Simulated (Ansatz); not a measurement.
**C7H3NS: where a starting geometry ends**

The starting geometry of this gas-phase singlet was optimised with GFN2-xTB; its bonds are those of `C#Cc1sccc1C#N`.

```tsv
atom	x (Å)	y (Å)	z (Å)
C	-2.2068	0.3613	2.0545
C	-1.5008	-0.0874	1.1907
C	-0.6832	-0.6251	0.1952
C	0.3657	-2.0256	-1.5435
C	1.0540	-0.8765	-1.3397
C	0.4599	-0.0609	-0.3409
C	0.9709	1.1829	0.0652
N	1.4043	2.1970	0.3807
S	-1.0240	-2.1608	-0.5349
H	-2.8131	0.7751	2.8034
H	0.5886	-2.8158	-2.2327
H	1.9494	-0.6008	-1.8671
```

Predict what becomes of its bonds when it is optimised with PBE-D3(BJ)/def2-SVP.

It keeps its bonds, and is `C#Cc1sccc1C#N`.

The energy falls by 0.18 eV over 9 steps:

```json
{"step": "1", "E − E(last) (eV)": "0.176"}
{"step": "2", "E − E(last) (eV)": "0.008"}
{"step": "3", "E − E(last) (eV)": "0.000"}
{"step": "4", "E − E(last) (eV)": "0.000"}
{"step": "5", "E − E(last) (eV)": "0.000"}
{"step": "6", "E − E(last) (eV)": "0.000"}
{"step": "7", "E − E(last) (eV)": "0.000"}
{"step": "8", "E − E(last) (eV)": "0.000"}
{"step": "9", "E − E(last) (eV)": "0.000"}
```

Final geometry (Å):

```xyz
12

C    -2.2482    0.3668    2.0858
C    -1.5209   -0.0916    1.2107
C    -0.6866   -0.6192    0.2059
C     0.3650   -2.0513   -1.5603
C     1.0701   -0.8839   -1.3589
C     0.4792   -0.0542   -0.3502
C     0.9994    1.2077    0.0593
N     1.4400    2.2463    0.3865
S    -1.0224   -2.1655   -0.5349
H    -2.8824    0.7812    2.8574
H     0.5893   -2.8611   -2.2653
H     1.9823   -0.6120   -1.9050
```

The end wasn't checked by frequencies. Run with Ansatz 0.2.0, 49 s on 2 threads of AMD EPYC (Zen 3) (shared host).
